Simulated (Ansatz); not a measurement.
Two isomers of C3H8Si2: A = `C=C=C[SiH2][SiH3]`, B = `C[SiH2]C1=C[SiH2]1`.

Computed with Ansatz on PBE0-D4/def2-TZVP structures; ΔE is electronic, products minus reactants. CCSD(T)/CBS adds triple-zeta CCSD(T) − MP2 to the extrapolated MP2 energy (def2 sets, frozen cores). DFT in def2-TZVPP. B3LYP here is the variant with VWN-RPA as its local correlation; programs differ in this. One conformer a species, not always the lowest.

**Question.** Which is lower in electronic energy at CCSD(T)/CBS, and by how much? (Estimate.)

**Answer.** Ansatz gave: B, by 36.2 kJ/mol.

**Question.** Give E(B) − E(A) in kJ/mol with PBE0-D4, B3LYP, B2PLYP, CCSD(T)/def2-TZVPP, CCSD/def2-TZVPP, PBE-D4, HF/def2-TZVPP. (Estimate.)

**Answer.** Computed: PBE0-D4 -29.6, B3LYP -12.6, B2PLYP -26.2, CCSD(T)/def2-TZVPP -31.8, CCSD/def2-TZVPP -31.2, PBE-D4 -18.8, HF/def2-TZVPP -17.6. None reverses the order clearly.

Largest T1 diagnostic: 0.013.

From PBE to PBE0 (25 % exact exchange), in def2-TZVPP and without D4, E(B) − E(A) moves by −11.1 kJ/mol. In def2-TZVPP, CCSD(T) changes the Hartree–Fock value by −14.2 kJ/mol (the triples alone add −0.7 kJ/mol) and MP2 by −32.6 kJ/mol.
